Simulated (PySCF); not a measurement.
## Where the electron goes

(ClBe-mu-Cl)2.
Structure used (PBE0-D3(BJ)/def2-SVP), in Å, numbered top down from 1:
```xyz
6
Be2Cl4 angstrom
Be     1.3046    0.1038    0.1169
Cl     3.1268    0.2450    0.2844
Cl    -0.0730   -0.6505    1.4003
Be    -1.3049   -0.1016   -0.1159
Cl    -3.1257   -0.2543   -0.2883
Cl     0.0722    0.6576   -1.3974
```

Theory: TDDFT B3LYP/def2-SVPD, vertical, gas phase, core orbitals frozen in the response (PySCF 2.14.0, density-fitted response routines).

Frontier orbitals with the atoms that hold most of them (Löwdin shares over 4%, at most four atoms; ? is withheld):

```csv
orbital,ε (eV),atoms
HOMO-3,-9.33,"Cl5 46%, Cl2 46%"
HOMO-2,-9.20,"Cl2 45%, Cl5 45%"
HOMO-1,-9.19,"Cl5 45%, Cl2 45%"
HOMO,?,"Cl2 45%, Cl5 45%, Cl6 4%, Cl3 4%"
LUMO,-0.98,?
LUMO+1,-0.94,"Be1 27%, Be4 26%, Cl3 12%, Cl6 12%"
LUMO+2,-0.92,"Be4 26%, Be1 25%, Cl6 15%, Cl3 15%"
```

(1) Which atoms hold the LUMO, and with what shares?

(2) What is the HOMO energy, and the HOMO–LUMO gap?

Answers

(1) Be4 (bonded to 3 Cl) 23%; Be1 (bonded to 3 Cl) 22%; Cl3 (bonded to 2 Be) 20%; Cl6 (bonded to 2 Be) 20%. By element: beryllium 45%, chlorine 40% or more.

(2) ε(HOMO) = -8.94 eV; the gap is 7.96 eV (0.2925 hartree).

How does S1 compare with the orbital gap of 7.96 eV?

S1 is at 6.83 eV (f = 0.0000), 1.13 eV below the gap, made of HOMO→LUMO+1 (58%), HOMO-1→LUMO (30%), HOMO→LUMO+2 (12%). Its leading pair isn't HOMO and LUMO; the energies of that pair differ by 8.01 eV. Without the coupling terms of the response equations the lowest excitation would equal the gap.

Next come S2 at 6.83 eV (f 0.0000), HOMO→LUMO (69%), HOMO-1→LUMO+1 (26%); S3 at 7.19 eV (f 0.0000), HOMO→LUMO+2 (80%), HOMO→LUMO+1 (17%); S4 at 7.43 eV (f 0.094), HOMO-2→LUMO+1 (59%), HOMO-2→LUMO+2 (24%), HOMO-3→LUMO (11%); S5 at 7.44 eV (f 0.0039), HOMO-1→LUMO+1 (68%), HOMO→LUMO (30%).

Löwdin shares depend on the basis, the more so with diffuse functions.

One conformer stands for the species.
